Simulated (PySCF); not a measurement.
PySCF 2.14 output of an unrestricted PBE calculation on a single atom or ion in def2-QZVPPD with the def2 core potential (28 electrons) (7s5p4d3f, 63 functions), with a scalar-relativistic core potential:

```
SCF conv_tol = 1e-09
number electrons alpha = 6  beta = 4
    J. P. Perdew, K. Burke, and M. Ernzerhof.,  Phys. Rev. Lett. 77, 3865 (1996)
    J. P. Perdew, K. Burke, and M. Ernzerhof.,  Phys. Rev. Lett. 78, 1396 (1997)
    J. P. Perdew, K. Burke, and M. Ernzerhof.,  Phys. Rev. Lett. 77, 3865 (1996)
    J. P. Perdew, K. Burke, and M. Ernzerhof.,  Phys. Rev. Lett. 78, 1396 (1997)
cycle= 1 E= -30.620308384814  delta_E= -0.00255  |g|= 0.0265  |ddm|= 0.385
cycle= 2 E= -30.6204704491475  delta_E= -0.000162  |g|= 0.0229  |ddm|= 0.12
cycle= 3 E= -30.6208934745897  delta_E= -0.000423  |g|= 0.000673  |ddm|= 0.0612
cycle= 4 E= -30.6208937714072  delta_E= -2.97e-07  |g|= 0.000105  |ddm|= 0.00149
cycle= 5 E= -30.6208938060138  delta_E= -3.46e-08  |g|= 2.23e-05  |ddm|= 0.000817
cycle= 6 E= -30.6208938075132  delta_E= -1.5e-09  |g|= 2.83e-06  |ddm|= 0.000142
cycle= 7 E= -30.6208938075236  delta_E= -1.04e-11  |g|= 3.79e-07  |ddm|= 1.08e-05
converged SCF energy = -30.6208938075236  <S^2> = 2.0004252  2S+1 = 3.0002834
```

The run itself started from symmetry-adapted Hartree-Fock orbitals and held the occupation by maximum overlap, on a logarithmic radial grid, so the iterations belong to that start.

Problem. Which element, charge and spin multiplicity is this?

Solution. Sr (strontium, neutral), multiplicity 3; the state was [Kr] 4d1 5s1, high-spin 3D determinant (an excited configuration).

Energies and moments cover only the electrons outside the core potential.
